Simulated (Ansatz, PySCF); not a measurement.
C2H5Si, SMILES [CH2][Si]C (connectivity only; charge and spin as stated), charge +1, multiplicity 1. Atoms are numbered in the order given.

```xyz
8

C      1.6348    -0.0296     0.3003
Si     0.1095    -0.3319    -0.3997
C     -1.6752     0.0895    -0.2313
H      2.1080    -0.8029     0.9083
H      2.3396     0.6265    -0.2138
H     -1.7559     1.1808    -0.3125
H     -2.2837    -0.4052    -0.9869
H     -1.9812    -0.2094     0.7791
```
Charge +1, spin multiplicity 1.

Coordinates come from a TPSSh-D3(BJ)/def2-TZVP optimisation. The spin state was assumed, not searched. The isomer is the one that the SMILES or the coordinates give; other isomers of the formula were not compared.

Two levels are set side by side: PBE-D3(BJ)/def2-TZVP (Ansatz, a first-principles code) and TPSSh-D3(BJ)/def2-TZVP (PySCF). Each level has its own optimised geometry; the coordinates shown are those of the second. Frequencies come from the Hessian of PySCF at each geometry. Differences are taken from unrounded values.

| quantity | TPSSh-D3(BJ) |
|---|---|
| mean bond length (Å) | 1.288 |
| bond C1–Si2 (Å) | 1.705 |
| bond Si2–C3 (Å) | 1.841 |
| bond C1–H4 (Å) | 1.092 |
| bond C1–H5 (Å) | 1.092 |
| bond C3–H6 (Å) | 1.097 |
| bond C3–H7 (Å) | 1.089 |
| bond C3–H8 (Å) | 1.097 |
| highest harmonic wavenumber (cm⁻¹) | 3168 |
| mean harmonic wavenumber (cm⁻¹) | 1442 |
| zero-point energy (kcal/mol) | 37.10 |

Task: What does PBE-D3(BJ) give, and how far is it from TPSSh-D3(BJ)? (An estimate is asked for; the answer gives what the named calculation found.)

Result: 
```csv
quantity,PBE-D3(BJ),PBE-D3(BJ) minus TPSSh-D3(BJ)
mean bond length (Å),1.294,0.006
bond C1–Si2 (Å),1.710,0.004
bond Si2–C3 (Å),1.841,0.000
bond C1–H4 (Å),1.099,0.008
bond C1–H5 (Å),1.099,0.008
bond C3–H6 (Å),1.105,0.008
bond C3–H7 (Å),1.096,0.007
bond C3–H8 (Å),1.105,0.008
highest harmonic wavenumber (cm⁻¹),3104,-63
mean harmonic wavenumber (cm⁻¹),1402,-39
zero-point energy (kcal/mol),36.09,-1.01
```

Exact exchange shortens and stiffens bonds; PBE has none. Differences between two approximate levels are no errors against the true value.
